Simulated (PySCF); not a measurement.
## C₆ coefficients of unlike pairs at PBE0

Calculated with PySCF 2.14 from the dipole response of each species, C₆(A,B) = (3/π) ∫ α_A(iu) α_B(iu) du, in atomic units, from isotropic polarisabilities. For ions this is the dispersion term alone; charge-induced terms of lower order in 1/R come first.

```
species      configuration                                                                          basis     relativity  α (bohr³)  C₆ (like pair)
    Ne⁺  [He] 2s2 2p5 (2P)                                                        dyall-acv3z (15s9p4d2f)           none      1.305           2.297
    C³⁺      [He] 2s1 (2S)                                                           dyall-av2z (11s7p2d)           none      3.191           2.550
     Mg      [Ne] 3s2 (1S)  x2c-QZVPPall with one added diffuse shell each of s, p, d, f type (10s7p6d3f)  spin-free X2C      74.77           671.5
    B³⁺           1s2 (1S)                                                    aug-cc-pVQZ-DK (6s5p4d3f2g)  spin-free X2C    0.01970        0.002441
```

**Question.** Estimate C₆ for C³⁺ with Ne⁺.

**Answer.** The integral gives 1.846. The combination rule 2 C_A C_B / (C_A α_B/α_A + C_B α_A/α_B) gives 1.759 and the geometric mean 2.421.

No spin-orbit coupling is included.

The other pairs:

```
    pair       C₆
 Mg, C³⁺    38.73
 B³⁺, Mg   0.3777
 Mg, Ne⁺    22.25
B³⁺, Ne⁺  0.05989
B³⁺, C³⁺  0.03487
```
